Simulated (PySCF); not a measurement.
An unknown shows these calculated signals:

¹H NMR (400 MHz, computed): δ 3.99 (m, 2H), 3.94 (m, 6H), 1.59 (m, 2H), 1.13 (t, 3H).

¹³C{¹H} NMR (computed): δ 70.4 (CH2), 54.0 (CH3), 27.9 (CH2), 13.2 (CH3).

[PySCF 2.14.0 with density-fitted response routines: coordinates at the GFN2-xTB level; shieldings: GIAO PBE0/pcSseg-1; non-relativistic; one computed conformer; fast rotation and ring inversion assumed for equivalent nuclei; no solvent]

Shifts are taken against calculated references (same method and geometry level): TMS for ¹H (31.72 ppm), ¹³C (186.93 ppm).

Question: Which of these does the molecule contain: a benzene ring, a CH3CH2 unit, a tert-butyl group, a three-membered ring?

Answer: 
- A benzene ring: no.
- A CH3CH2 unit: yes (δC 13.2, 27.9; δH 1.13 (t), 1.59 (m)).
- A tert-butyl group: no.
- A three-membered ring: no.

The data belong to `P(OCCC)(=O)(OC)OC`, C5H13O4P; they needn't prove each group on their own.

Carbon signals by region: 2 at 50–100 ppm, 2 below 50 ppm.

Splittings by ³¹P in the carbon and heteronuclear signals aren't shown, as no couplings were computed. Shifts are as computed. Against solution values, carbons near 30 ppm lie about +3 ppm off and those near 130 ppm about +5 ppm. Of 1211 compounds with measured shifts, 218 miss one by over three times the rms of a fit or turn the order of signals round; such compounds aren't used in these exercises. No couplings were computed; multiplicities are counted from neighbouring protons, with m where these are inequivalent, close in shift, in a saturated or five-membered ring or joined by F or P, and br s for small geminal =CH2 splittings.
